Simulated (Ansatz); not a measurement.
`F[BH][GeH2][SH]` + silanol → `FBO[SiH3]` + `[SH][GeH3]`  (cleavage of the B–Ge bond)

Calculated with Ansatz (gas phase, PBE0-D4/def2-TZVP geometries, no zero-point term in ΔE). CCSD(T)/CBS adds triple-zeta CCSD(T) − MP2 to the extrapolated MP2 energy (def2 sets, frozen cores). Functionals use def2-TZVPP. For Ge outer-core shells are correlated without core-valence functions, which leaves a few kJ/mol of doubt a bond. Scalar relativity is left out up to krypton. One conformer a species, not always the lowest.

**Question.** Is it downhill or uphill in electronic energy at CCSD(T)/CBS, and by how much? (An estimate is asked.)

**Answer.** The calculation gave: Downhill: ΔE = -165.5 kJ/mol.

**Question.** What do these levels give: LDA (SPW92), B97M-V, CAM-B3LYP-D4, revPBE, MP2/def2-QZVPP, HF/CBS(def2)? (Estimate.)

**Answer.** Ansatz gave: LDA (SPW92) -166.5, B97M-V -176.1, CAM-B3LYP-D4 -176.5, revPBE -152.3, MP2/def2-QZVPP -169.7, HF/CBS(def2) -192.0 kJ/mol.

**Question.** What do rigid-rotor, harmonic-oscillator terms from PBE0-D4/def2-TZVP frequencies (298.15 K, 1 bar) make of the CCSD(T)/CBS value? (Estimate.)

**Answer.** Ansatz gave: ΔZPE = -1.7 kJ/mol, ΔH = -168.7 kJ/mol, ΔS = -9 J/(mol·K), ΔG = -165.9 kJ/mol. Modes under 50 cm⁻¹ make the entropy rough.

Largest T1 diagnostic among the species: 0.013.

At CCSD(T), def2-SVP lies −28.7 kJ/mol from the extrapolated value and def2-TZVPP −3.0 kJ/mol. From BLYP to BHLYP (50 % exact exchange), in def2-TZVPP and without D4, ΔE moves by −15.9 kJ/mol.
